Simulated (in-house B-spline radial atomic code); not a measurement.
A run on Ce- that did not converge. Method: scalar-relativistic (X2C) BHandHLYP, spin-polarised, spherical fractional occupations, Fermi nucleus of rms radius 4.8771 fm; computed with a B-spline radial code for spherical atoms.

Command:
```bash
python run_scf.py task.json out
```
Settings (nuclear radius in fm, mass in u):
```
Z                58
configuration    [Xe] 4f2 5d1 6s2
hamiltonian      x2c
method           bhandhlyp
spin_polarised   True
nucleus          fermi
rms_radius       4.8771
atomic_mass      139.90545
speed_of_light   137.035999084
```

First and last ten iterations of the last attempt (damped for 15 steps, keeping 80 % of the old Fock matrix, then DIIS):
```
 iter        energy (Eh)    residual
    1       -8852.150233    4.95e-01
    2       -8852.293459    4.14e-01
    3       -8855.900221    2.63e-01
    4       -8857.717510    1.62e-01
    5       -8858.605194    9.58e-02
    6       -8859.027602    5.41e-02
    7       -8858.942830    6.56e-02
    8       -8859.043310    5.54e-02
    9       -8858.947449    6.32e-02
   10       -8859.049986    5.63e-02
  111       -8858.912600    6.26e-02
  112       -8858.921127    6.18e-02
  113       -8858.915223    6.24e-02
  114       -8858.413288    6.85e-02
  115       -8858.408504    6.96e-02
  116       -8859.171592    4.56e-02
  117       -8858.922271    6.07e-02
  118       -8859.157014    4.82e-02
  119       -8858.967223    5.72e-02
  120       -8858.973870    5.65e-02
 not converged after 120 iterations
```

The smallest residual met was 2.3e-02; the threshold is about 6e-07. No energy from this run should be used.Radii and densities under X2C are those of the two-component orbitals, without the picture-change correction, which makes inner s shells of heavy atoms about 5 % too small.
